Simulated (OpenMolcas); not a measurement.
# Re V: effect of the basis set

```yaml
Program: OpenMolcas
Method: CASSCF
Active_space: 3 electrons in 10 orbitals (5d 6d)
State_averaging: 2S+1 = 4 even, 10 roots; 2S+1 = 2 even, 40 roots
Spin-orbit_coupling: RASSI with atomic mean-field integrals over the reference wave functions, term energies averaged over their components
```

A. ANO-R2 [8s6p5d3f1g], X2C, finite nucleus; cost roughly 27 core-seconds
B. ANO-RCC-VTZP [8s7p5d3f2g1h], DKH2, point nucleus; cost roughly 18 core-seconds
C. ANO-RCC-VQZP [9s8p6d4f3g2h], DKH2, point nucleus; cost roughly 60 core-seconds

Energies in cm-1 above 5d3 4F 3/2, the measured ground level; measured values from the list in Brasseur, Gamrath and Quinet, At. Data Nucl. Data Tables 157, 101636 (2024).

```json
{"Level": "5d3 4F 3/2", "A": "0.0", "B": "0.0", "C": "0.0", "Measured": "0.0"}
{"Level": "5d3 4F 5/2", "A": "4682", "B": "4607", "C": "4624", "Measured": "4853"}
{"Level": "5d3 4F 7/2", "A": "9022", "B": "8904", "C": "8919", "Measured": "8973"}
{"Level": "5d3 4F 9/2 [73 %]", "A": "12486", "B": "12368", "C": "12372", "Measured": "11914"}
{"Level": "5d3 4P 3/2 [53 %]", "A": "15142", "B": "15170", "C": "15137", "Measured": ""}
{"Level": "5d3 4P 1/2", "A": "16942", "B": "16941", "C": "16926", "Measured": "14325"}
{"Level": "5d3 2G 7/2", "A": "21137", "B": "21097", "C": "21067", "Measured": "19013"}
{"Level": "5d3 2H 9/2 [57 %]", "A": "21771", "B": "21723", "C": "21686", "Measured": "19967"}
{"Level": "5d3 4P 5/2", "A": "23228", "B": "23147", "C": "23149", "Measured": "20922"}
{"Level": "5d3 2P 1/2", "A": "27880", "B": "27819", "C": "27803", "Measured": "23669"}
{"Level": "5d3 2H 11/2", "A": "29697", "B": "29647", "C": "29632", "Measured": "27077"}
{"Level": "5d3 2D 5/2(1)", "A": "32597", "B": "32543", "C": "32519", "Measured": "28739"}
{"Level": "5d3 2G 9/2 [56 %]", "A": "32842", "B": "32716", "C": "32729", "Measured": "30366"}
{"Level": "5d3 2P 3/2 [59 %]", "A": "37266", "B": "37156", "C": "37154", "Measured": "32766"}
{"Level": "5d3 2F 5/2", "A": "39963", "B": "40007", "C": "39937", "Measured": "34162"}
{"Level": "5d3 2F 7/2", "A": "40105", "B": "40118", "C": "40068", "Measured": "34625"}
{"Level": "5d3 2D 3/2(2)", "A": "59587", "B": "59747", "C": "59560", "Measured": ""}
{"Level": "5d3 2D 5/2(2)", "A": "59755", "B": "59884", "C": "59714", "Measured": "52467"}
```

Deviations, from unrounded energies. A percentage is the sum of absolute deviations over the sum of measured energies, with the sign that they share, or ± where signs differ.

```csv
Against measurement,Levels,A,B,C
mean absolute deviation (cm-1),15,3100,3000,3000
fine structure of the ground term (%),3,±3.1,±3.0,±2.9
other terms of the ground configuration (%),12,+13.3,+13.2,+13.1
```

A, B, C lie about equally close to measurement. The largest miss of C in the table is 5d3 2D 5/2(2), by +7200 cm-1. The ranking rests on the paired levels alone, and a cruder setting can come out closer through cancelling errors.

Among A to C the level of the table that moves most is 5d3 2D 3/2(2), by 190 cm-1 (lowest in C, highest in B).

Without dynamic correlation excited terms often stand tens of per cent too high (terms of higher spin than the ground term too low), and those without a measured partner can miss by more than the paired ones. Active for correlation alone: 6d; no level in the range computed is led by a configuration that fills it, so any true level of that kind is missing. Computed and measured levels are paired by configuration, term and J; levels that our copy of the source lacks, or whose pairing is in doubt (as where it misses far off the trend of its configuration), stay unpaired and out of the deviations. Only configurations of the active space appear. The table leaves out levels that lie high or whose names do not pair safely across all columns.

A share in square brackets marks a mixed level and gives the weight of the term that names it, the lowest over the columns. A number in round brackets counts repeated terms of one configuration in the order of the reference energies.
